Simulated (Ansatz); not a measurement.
`[AlH2][BH]O[SiH3]` + `[CH2]1[NH][AlH]1` → `[AlH2][N]1[CH2][AlH]1` + `BO[SiH3]`  (cleavage of the Al–B bond)

Program: Ansatz. Geometries: PBE0-D4/def2-TZVP. ΔE: electronic, gas phase. CCSD(T)/CBS is the MP2 limit (def2-TZVPP, def2-QZVPP) plus CCSD(T) − MP2 in def2-TZVPP, frozen cores. Functionals use def2-TZVPP. One conformer a species, not always the lowest.

CCSD(T)/CBS gives -36.0 kcal/mol.

Task: Another level gave -37.8 kcal/mol. Which?
A. r2SCAN0/def2-TZVPP
B. SCS-MP2/def2-TZVPP
C. revPBE/def2-TZVPP
D. HF/def2-TZVPP

Result: D. HF/def2-TZVPP -37.8, r2SCAN0 -36.0, revPBE -31.4, SCS-MP2/def2-TZVPP -38.8 kcal/mol.

Largest T1 diagnostic among the species: 0.015.

From PBE to PBE0 (25 % exact exchange), in def2-TZVPP and without D4, ΔE moves by −1.0 kcal/mol. Leaving LDA and LC-ωPBE aside and taking each functional with its dispersion term where it has one, the values, not all of them listed here, spread over 5.2 kcal/mol, from BHLYP-D4 to PBE-D4.
